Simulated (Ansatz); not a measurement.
The same hydrolysis along the group V, Nb, Ta.

Gas-phase electronic energies from Ansatz, PBE0-D4/def2-TZVP geometries. CCSD(T)/CBS is the MP2 limit (def2-TZVPP, def2-QZVPP) plus CCSD(T) − MP2 in def2-TZVPP, frozen cores. This one scheme is used for every species. Functionals use def2-TZVPP. def2 core potentials past Kr. For Nb, Ta, V outer-core shells are correlated without core-valence functions, which leaves a few kJ/mol of doubt a bond. Scalar relativity is left out up to krypton. Each species was taken in one conformer, which may not be the lowest.

```csv
reaction,CCSD(T)/CBS(def2) (eV)
`[O]=[V]([OH])([Cl])[Cl]` + H₂O → `[O]=[V]([OH])([OH])[Cl]` + HCl,0.21
`[O]=[Nb]([OH])([Cl])[Cl]` + H₂O → `[O]=[Nb]([OH])([OH])[Cl]` + HCl,?
`[O]=[Ta]([OH])([Cl])[Cl]` + H₂O → `[O]=[Ta]([OH])([OH])[Cl]` + HCl,0.36
```

(1) Fill in the missing values. (An estimate is asked.)

Largest T1 diagnostic: 0.032, for `[O]=[V]([OH])([Cl])[Cl]`, so its coupled-cluster energy is less sure.

## Answers

(1) Computed: `[O]=[Nb]([OH])([Cl])[Cl]` + H₂O → `[O]=[Nb]([OH])([OH])[Cl]` + HCl: +0.28 eV.
